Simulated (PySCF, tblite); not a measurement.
Isomers of C3H8O2Si2, one GFN2-xTB conformer each. Single-point energies are computed at PBE0/pcSseg-1 (PySCF, gas phase, no added dispersion term), electronic only.

Question: Rank them by PBE0/pcSseg-1 energy, lowest first (kJ/mol).
A. `[CH2:1]=[CH:2][Si@@:3]([OH:4])([SiH3:5])[CH:6]=[O:7]` with C1–C2–Si3–O4 -7°, C2–Si3–O4–H -96°, C2–Si3–C6–O7 120°
B. `[O:1]=[C:2](/[CH:3]=[CH:4]/[SiH3:5])[O:6][SiH3:7]` with O1–C2–C3–C4 0°, O1–C2–O6–Si7 0°

Answer: B (0.0), A (50.3).

As drawn, the lower has a C(=O)–O unit, which the higher lacks; the higher has an O–H bond and an Si–Si bond, which the lower lacks. GFN2-xTB itself gives, in the same order: 0.0, 227.3. Both levels put the same isomer lowest.

Q: Which frontier levels, dipoles and rotational constants go with these structures?

A: 
| SMILES | HOMO (eV, PBE0/pcSseg-1) | LUMO (eV) | dipole (D) | A, B, C (MHz) |
| --- | --- | --- | --- | --- |
| O=C(/C=C/[SiH3])O[SiH3] | -8.30 | -1.83 | 1.43 | 7993, 597.4, 563.1 |
| C=C[Si@@](O)([SiH3])C=O | -6.92 | -1.69 | 1.87 | 1644, 1503, 1014 |

Q: What happens when harmonic zero-point energies from GFN2-xTB frequencies are added?

A: 
```csv
SMILES,ZPE (kJ/mol),electronic (kJ/mol),with ZPE (kJ/mol)
O=C(/C=C/[SiH3])O[SiH3],244.6,0.0,0.0
C=C[Si@@](O)([SiH3])C=O,253.6,50.3,59.3
```

The zero-point energies span 9.0 kJ/mol. The order is unchanged.

Q: As an exercise, what shares would exp(−E/RT) give at 2000 K from these electronic energies alone (no entropy, no degeneracies)?

A: RT = 16.629 kJ/mol: O=C(/C=C/[SiH3])O[SiH3] 95.4 %, C=C[Si@@](O)([SiH3])C=O 4.6 %.
